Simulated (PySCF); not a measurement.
How strongly Zn binds etchant and ambient atoms

PBE0 in PySCF with def2-TZVPPD on every atom, for the lowest determinant that a PBE0 search found; no spin–orbit coupling. D0 is De less the harmonic zero-point energy.

| X | state of ZnX | D0(ZnX) (eV) | D0(X₂) (eV) |
| --- | --- | --- | --- |
| H | doublet (σ ↑) | 0.96 | 4.26 |
| F | doublet (σ ↑) | 3.00 | 1.44 |
| Cl | doublet (σ ↑) | 2.33 | 2.55 |
| Br | doublet (σ ↑) | 1.98 | 2.25 |
| O | triplet (σ ↑, π ↑) | 1.40 | 5.28 |
| N | quartet (σ ↑, π ↑↑) | 0.36 | 9.62 |

Task: Give the energy of Zn + X₂ → ZnX + X at 0 K for each X.

Result: H: 4.26 − 0.96 = +3.30 eV; F: 1.44 − 3.00 = -1.56 eV; Cl: 2.55 − 2.33 = +0.22 eV; Br: 2.25 − 1.98 = +0.27 eV; O: 5.28 − 1.40 = +3.88 eV; N: 9.62 − 0.36 = +9.26 eV (PBE0/def2-TZVPPD; negative means exothermic).

Task: Does an atom of N displace O from ZnO?

Result: ZnO + N → ZnN + O has ΔE = 1.40 − 0.36 = +1.04 eV at PBE0/def2-TZVPPD, so it is uphill.

Gas-phase diatomics only hint at surface chemistry, where an atom holds several bonds.

Weak bonds: ZnN. Basis-set superposition, not corrected here, can be much of De in a small basis, most of all at correlated wavefunction levels. Functionals without a dispersion term scatter widely for such bonds, and LDA overbinds them. Spin–orbit coupling is left out. States were picked by a PBE0 search and need not be the measured ground states.
